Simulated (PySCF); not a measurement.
# Core binding energy against partial charge

C3H2FN3.
Structure used (GFN2-xTB), in Å, numbered top down from 1:
```xyz
9
C3H2FN3 angstrom
F      2.3903    0.3983    0.0687
C      1.1359   -0.0351    0.0336
C      0.0788    0.8686   -0.0101
C     -1.1643    0.2547   -0.0436
N     -1.2819   -1.0688   -0.0302
N     -0.2421   -1.8194    0.0120
N      0.9572   -1.3413    0.0426
H      0.2284    1.9355   -0.0167
H     -2.0886    0.8134   -0.0817
```

Binding energies: delta-SCF UKS SCAN, pcX-2 on the ionised atom, pcseg-1 elsewhere, spin-free X2C in PySCF 2.14.0. Charges: PBE0/pcSseg-1 ground-state density, for the ionised atom.

| atom | environment | C 1s (eV) | Mulliken (e) | IAO (e) | Hirshfeld (e) | ESP (e) |
| --- | --- | --- | --- | --- | --- | --- |
| C3 | aromatic CH carbon | 292.37 | -0.265 | -0.209 | -0.044 | -1.024 |
| C4 | aromatic CH next to a ring nitrogen | 292.97 | +0.205 | -0.001 | +0.040 | +0.940 |
| C2 | aromatic C–F carbon | 295.15 | +0.564 | +0.421 | +0.159 | +1.287 |

Task: Give the correlation coefficient and slope of binding energy on charge for each scheme.

Result: IAO: r = 0.99, slope 4.5 eV per e; Hirshfeld: r = 0.98, slope 14.0 eV per e; Mulliken: r = 0.92, slope 3.2 eV per e; ESP: r = 0.76, slope 0.9 eV per e. On 3 points no scheme stands out.

Task: The point-charge model writes a binding energy as kq + V + constant, with V the potential of the other atoms' charges at the site. What does it give with the ESP charges?

Result: V = Σ 14.40 eV Å × q/r over all other atoms: +17.83 eV at C3, -12.04 eV at C4, -16.09 eV at C2. Fitting binding energy − V to q gives k = 15.8 eV per e and leaves an rms residual of 0.31 eV, against 0.77 eV for the fit on q alone. The model has no term for differences in relaxation between sites.

Geometry: GFN2-xTB; no solvent, vibrations or thermal averaging.
